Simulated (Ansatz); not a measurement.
Saddle point of InH₅SO₂, closed shell (InH₃SO₂ ([OH][In]([OH])[SH]) + H₂ → InH₃O₂ ([OH][InH][OH]) + H₂S (still joined by a long In–S bond); bonds formed: In1–H6, S2–H5; bonds broken: H5–H6; bonds weakened to dative contacts: In1–S2), PBE0-D4/def2-TZVP structure:

In1  (0.107, -0.406, 0.208)
S2  (-0.102, 2.117, -0.461)
O3  (0.563, -0.795, 2.092)
O4  (0.904, -1.369, -1.322)
H5  (-1.331, 1.014, -0.326)
H6  (-1.745, 0.029, -0.121)
H7  (0.081, 1.774, -1.749)
H8  (0.059, -0.268, 2.717)
H9  (1.464, -2.095, -1.037)
(Å)

Energies are electronic, without zero-point energy. Barriers and step energies count from the start structure reached by relaxing down the imaginary mode; all methods use the PBE0-D4 structures, on which another method's saddle can fall below an end. Ansatz 0.2.0; basis: def2-TZVPP, with def2-QZVPP for the basis limit; cores frozen in the correlated methods. Filled d shells of the heavier atoms are correlated. Core potentials replace the inner electrons of the atoms past krypton. The def2 sets are not built for correlating such inner shells, so the correlated values are less sure here. B3LYP uses VWN-RPA correlation. Extrapolation: Hartree–Fock as exp(−7.88 √X), correlation as X^−2.97.

```
      method  barrier (kcal/mol)  step energy (kcal/mol)
       SPW92                   ?                   -0.43
      PBE-D4                   ?                    5.66
     BLYP-D4               32.18                    6.61
   r2SCAN-D4               30.36                    5.65
      B97M-V               30.07                    4.12
     PBE0-D4               31.22                    5.32
    B3LYP-D4               34.00                    5.97
  r2SCAN0-D4               32.66                    5.33
    BHLYP-D4               37.37                    5.54
CAM-B3LYP-D4               34.98                    4.41
     wB97X-V               35.99                    5.37
     wB97M-V               35.66                    5.23
      B2PLYP                   ?                    7.02
    PBE-QIDH               34.38                    6.09
  RPA on PBE               35.56                    6.26
          HF               45.96                    8.09
         MP2               36.66                    7.76
        CCSD               37.77                    5.99
     CCSD(T)               36.05                    6.29
```

Fill in the withheld barriers. (Judge from chemistry; the value comes from the calculation.)

Computed: PBE-D4 28.44; B2PLYP 35.64; SPW92 21.41 kcal/mol. Each is the energy of the saddle less that of the start structure, by the same method.

For comparison, the barrier by CCSD(T) at an estimated basis limit (MP2 extrapolated from triple and quadruple zeta, plus CCSD(T) − MP2 in triple zeta) is 35.75 kcal/mol.

No T1 diagnostic of these runs exceeds 0.017.

Labels in which every atom is bracketed show which atoms are joined, not bond orders.

For scale, one of the runs: CCSD(T)/def2-TZVPP, 224 basis functions, launched by `ansatz run in.yaml --threads 4 --pin off --events-out ev --progress --plain --max-ram 9574MiB`. Hardware: 4 CPU threads of an Arm Neoverse V2, shared host. Wall time 2.6 min; peak host memory 4 GiB.
